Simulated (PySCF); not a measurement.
## Spinor energies of Cd⁴³⁺ (cadmium, charge +43)

Start: [He] 2s2 2p1; 2p1/2 filled at m_j = +1/2. Calculated with PySCF 2.14 in an uncontracted even-tempered set (17 s from 22 bohr⁻², ratio 2.4; 12 p from 29 bohr⁻², ratio 2.4; 5 d from 94 bohr⁻², ratio 2.6; 4 f from 140 bohr⁻², ratio 2.6): generalised Hartree-Fock with the X2C-1e Hamiltonian and a Gaussian nucleus; one run each with spin-orbit coupling (SO) switched off, then screened by Boettger's factors.

| spinor shell | electrons | ε, spin-free (eV) | ε, screened SO (eV) | weight of nominal j (screened SO) | rms radius, screened SO (bohr) |
| --- | --- | --- | --- | --- | --- |
| 1s1/2 | 2 | -30667.0 | -30659.2 | 1.000 | 0.0346 |
| 2s1/2 | 2 | -7222.8 | -7220.4 | 1.000 | 0.135 |
| 2p1/2 | 1 | -6971.8 | -7122.1 | 1.000 | 0.115 |

| quantity | spin-free | screened SO |
| --- | --- | --- |
| E (hartree) | -3155.58726 | -3161.10933 |
| M_J | 1/2 | 1/2 |
| ⟨J²⟩ | 1.113 | 0.750 |
| ⟨L²⟩ | 2.000 | 2.000 |
| ⟨S²⟩ | 0.750 | 0.750 |

Each row is a mean over spinors that exchange with the open shell spreads, by up to 12.850 eV (2s1/2).

Breit and QED terms are absent; they matter most for the inner s and p1/2 levels.

Densities and radii are taken from the X2C orbitals without a picture-change correction, which distorts them close to the nucleus.

Without spin-orbit coupling the j labels of p, d and f shells carry no meaning; the spin-free column gives the mean over the occupied spinors of each nl shell, and its ⟨J²⟩ belongs to a mixture of degenerate components.
